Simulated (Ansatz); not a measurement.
Z-matrix (Å, degrees):
```
B
H 1 1.2046
C 1 1.5733 2 116.69
H 3 1.0946 1 112.25 2 -145.15
H 3 1.1039 4 102.87 1 111.08
N 3 1.4753 4 107.90 5 114.04
H 6 1.0138 3 109.76 4 61.10
H 6 1.0145 7 105.89 3 -118.56
B 1 1.6381 2 116.91 3 177.80
H 9 1.1964 1 123.09 2 -90.39
H 9 1.1973 10 115.56 1 -178.33
```
Charge 0, spin multiplicity 1.

Calculation: Ansatz (a quantum-chemistry and plane-wave program) with frozen-core CCSD(T)/cc-pVTZ // B3LYP-D3(BJ)/def2-TZVP.

* **HF energy**: -145.75056 Ha
* **MP2 correlation energy**: -0.58815 Ha

### Question
Estimate the CCSD correlation energy, the (T) correction, the total energy and the T1 diagnostic.

### Answer

```json
{
 "CCSD correlation energy": "-0.63670 Ha",
 "(T) correction": "-0.02323 Ha",
 "CCSD(T) total energy": "-146.41050 Ha",
 "T1 diagnostic": "0.011"
}
```
